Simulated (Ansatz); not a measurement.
Input file for `[O+]#[C][Ru-5]([C]#[O+])([C]#[O+])([C]#[O+])[n+]1ccccc1`:

```yaml
crystal:
  periodic: [false, false, false]
  atoms:
    - {symbol: O, position_ang: [2.956384, 0.357212, -1.994125]}
    - {symbol: C, position_ang: [1.867387, 0.638912, -1.822989]}
    - {symbol: Ru, position_ang: [0.021778, 1.100456, -1.511012]}
    - {symbol: C, position_ang: [-0.444994, 0.362682, -3.185852]}
    - {symbol: O, position_ang: [-0.704907, 0.045482, -4.257437]}
    - {symbol: C, position_ang: [0.509725, 2.914484, -1.314310]}
    - {symbol: O, position_ang: [0.785172, 4.028071, -1.336352]}
    - {symbol: C, position_ang: [-1.823879, 1.564549, -1.202169]}
    - {symbol: O, position_ang: [-2.913206, 1.828899, -1.007063]}
    - {symbol: N, position_ang: [-0.004825, -0.232401, 0.319289]}
    - {symbol: C, position_ang: [-0.345629, -1.520009, 0.224439]}
    - {symbol: C, position_ang: [-0.374322, -2.367789, 1.316777]}
    - {symbol: C, position_ang: [-0.036732, -1.865975, 2.562070]}
    - {symbol: C, position_ang: [0.317176, -0.531561, 2.664186]}
    - {symbol: C, position_ang: [0.320214, 0.248284, 1.521934]}
    - {symbol: H, position_ang: [-0.601787, -1.870183, -0.767378]}
    - {symbol: H, position_ang: [-0.658372, -3.403679, 1.182176]}
    - {symbol: H, position_ang: [-0.049186, -2.503960, 3.437885]}
    - {symbol: H, position_ang: [0.589666, -0.089510, 3.614047]}
    - {symbol: H, position_ang: [0.590348, 1.296036, 1.555872]}
basis:
  gaussian: {orbitals: def2-TZVPP}
correlation: {method: ccsd_t}
output: {orbitals: {seedname: orbitals}}
```

```sh
$ ansatz run in.yaml --threads 11 --pin off --events-out ev --progress --plain --max-ram 110592MiB --backend cuda --devices 0, --max-vram 75GiB
```

Output of Ansatz, abridged:

```
Functional definition: HF
3588 factors; integrals over basis functions are off by at most 1.2e-3 eV
mean field evaluation 1: about -21541.0211 eV, gradient 7.0e1 eV
mean field evaluation 2: about -21542.2948 eV, gradient 7.0e1 eV
mean field evaluation 4: about -21552.3803 eV, gradient 2.3e1 eV
mean field evaluation 8: about -21553.4032 eV, gradient 8.4e-1 eV
mean field evaluation 16: about -21553.4261 eV, gradient 3.1e-5 eV
mean field -21553.42612118 eV, -792.0738005166 hartree, gradient 3.0e-6 eV, S^2 0.000000; 0 other end points of the search recorded, 0 dependent functions left out; unrestricted orbitals would lower it
14 core orbitals not correlated: weight in the atoms' cores, before any rotation towards them, 1.000 or more for the frozen orbitals, at most 0.000 for the correlated occupied ones
reference -21553.42612118 eV, -792.0738005166 hartree; 43, 43 occupied and 503, 503 virtual orbitals, 3588 factors
second order -88.31472331 eV of doubles, -0.00000000 eV of singles
cycle   1  -80.42038953 eV  change     7.9e0 eV  update   3.8e-1
cycle   2  -84.34700183 eV  change    -3.9e0 eV  update   2.0e-1
cycle   3  -85.06055327 eV  change   -7.1e-1 eV  update   6.2e-2
cycle   4  -85.17462358 eV  change   -1.1e-1 eV  update   2.7e-2
cycle   5  -85.10929754 eV  change    6.5e-2 eV  update   9.9e-3
cycle   6  -85.10600974 eV  change    3.3e-3 eV  update   4.6e-3
cycle   7  -85.10874130 eV  change   -2.7e-3 eV  update   1.9e-3
cycle   8  -85.10614222 eV  change    2.6e-3 eV  update   8.8e-4
cycle   9  -85.10565922 eV  change    4.8e-4 eV  update   4.2e-4
cycle  10  -85.10679183 eV  change   -1.1e-3 eV  update   2.2e-4
cycle  11  -85.10641223 eV  change    3.8e-4 eV  update   1.3e-4
cycle  12  -85.10622853 eV  change    1.8e-4 eV  update   6.5e-5
cycle  13  -85.10636858 eV  change   -1.4e-4 eV  update   3.0e-5
cycle  14  -85.10626802 eV  change    1.0e-4 eV  update   1.3e-5
perturbative correction -5.02983453 eV, -0.1848430097 hartree
Total energy: -21643.56222373 eV, -795.3862411888 hartree
```

Hardware: 11 threads of an AMD EPYC 7R13 on a shared host and a whole NVIDIA H100 80 GB. Wall time 100 s, peak host memory 1.5 GiB.

MP2 recovers 98.0 % of the CCSD(T) correlation energy and the triples give 5.6 %; T1 = 0.0204.
